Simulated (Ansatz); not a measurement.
C2H8O2Si can be A, `CC(O)[SiH2]O`, or B, `OCCO[SiH3]`.

Program: Ansatz. Geometries: PBE0-D4/def2-TZVP. ΔE: electronic, gas phase. CCSD(T)/CBS is the MP2 limit (def2-TZVPP, def2-QZVPP) plus CCSD(T) − MP2 in def2-TZVPP, frozen cores. Functionals use def2-TZVPP. B3LYP here is the variant with VWN-RPA as its local correlation; programs differ in this. Each species was taken in one conformer, which may not be the lowest.

(1) Which is lower in electronic energy at CCSD(T)/CBS, and by how much? (Best estimate.)

(2) Give E(B) − E(A) in kJ/mol with r2SCAN-D4, ωB97M-V, B3LYP-D4, CCSD(T)/def2-TZVPP, HF/def2-TZVPP, PBE-D4, CCSD/def2-TZVPP. (Estimate.)

Largest T1 diagnostic: 0.011.

Answers

(1) The calculation gave: A, by 64.4 kJ/mol.

(2) Computed: r2SCAN-D4 64.8, ωB97M-V 63.3, B3LYP-D4 58.6, CCSD(T)/def2-TZVPP 60.1, HF/def2-TZVPP 39.8, PBE-D4 65.6, CCSD/def2-TZVPP 57.8. None reverses the order clearly.

In def2-TZVPP, CCSD(T) changes the Hartree–Fock value by +20.3 kJ/mol (the triples alone add +2.2 kJ/mol) and MP2 by +26.4 kJ/mol. The D4 term adds +3.7 kJ/mol with B3LYP and +1.9 kJ/mol with PBE0; it sums over pairs of atoms, weighted by their polarisabilities, and B3LYP, whose exchange is more repulsive, gets the larger term.
